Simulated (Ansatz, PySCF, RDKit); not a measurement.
Dimer: H2O (SMILES O) (first 3 atoms) with PH3 (SMILES P); geometry from B3LYP-D3(BJ)/def2-TZVP.
(charge 0, multiplicity 1):
```
atom    x (Å)    y (Å)    z (Å)
----  -------  -------  -------
O      0.2632  -0.0779  -0.5425
H      0.1242   0.0001   0.4118
H      1.1449   0.2748  -0.6984
P     -0.4624   0.1411   2.9231
H      0.1734  -0.5760   3.9656
H     -0.5898   1.3364   3.6715
H     -1.7599  -0.3281   3.2395
```

Interaction energies are E(AB) − E(A) − E(B) at the monomers' geometry in the complex; basis-set methods are counterpoise corrected. Rows marked so take none.

Rows in 6-31G*, STO-3G carry no dispersion term and start afresh at each structure (6-31G* with six Cartesian d functions).

Run with Ansatz (Gaussian basis) for Hartree–Fock, density functionals and correlated methods; PySCF for 6-31G* rows, STO-3G rows, the dispersion terms; RDKit for the force fields. Each number belongs to the level named beside it.

### Question
One of these levels gives -2.02 kcal/mol for the interaction energy. Which one is it?
(A) revPBE-D4/def2-TZVPPD
(B) MMFF94
(C) BP86/6-31G* (no counterpoise)
(D) HF/STO-3G (no counterpoise)

### Answer
D, HF/STO-3G (no counterpoise). The others give -1.16 (MMFF94), -2.33 (BP86/6-31G* (no counterpoise)), -2.65 (revPBE-D4/def2-TZVPPD)

Ansatz is a first-principles code.
